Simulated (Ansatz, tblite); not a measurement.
Removing an electron: SiBrH3 (SiH3Br). The state is a singlet with charge 0. Geometry: PBE-D4/def2-TZVP. Ansatz, gas phase; energy differences of separate SCF runs; the oxidised species was run as a doublet alone.

Cartesian coordinates in Å:
```
Si -0.0861 -0.0182 0.1397
Br 1.0789 0.2280 -1.7517
H 0.2876 1.0867 1.0689
H 0.2582 -1.3416 0.7346
H -1.5386 0.0450 -0.1916
```

The xTB rows come from tblite. Correlated methods freeze 14 core orbitals; core or outer-core shells of Br are correlated, in sets that lack core-valence functions.

| level | −HOMO (eV) | vertical IE (eV) | −LUMO (eV) | HOMO–LUMO gap (eV) |
| --- | --- | --- | --- | --- |
| GFN1-xTB | 12.35 | 15.65 | 5.91 | 6.43 |
| GFN2-xTB | 11.60 | 14.86 | 6.02 | 5.57 |
| HF/def2-TZVPP | – | 10.08 | – | – |
| r2SCAN-D4/def2-TZVP | 7.53 | 10.79 | 0.91 | 6.62 |
| PBE0-D4/def2-TZVP | 8.47 | 10.85 | 0.42 | 8.05 |
| MP2/def2-TZVPP | – | 11.11 | – | – |
| CCSD/def2-TZVPP | – | 10.92 | – | – |
| CCSD(T)/def2-TZVPP | – | 10.96 | – | – |

Relaxing the oxidised species (PBE-D4/def2-TZVP) changes its energy by -0.18 eV at PBE0-D4/def2-TZVP, so the adiabatic ionisation energy to this nearest minimum is 10.67 eV.  Run but left out: PBE-D4/def2-TZVP (charge +1 doublet: an occupied level 0.03 eV above an empty one).  Raw xTB energy differences between charge states are shifted by several eV; the methods need an empirical correction for them.
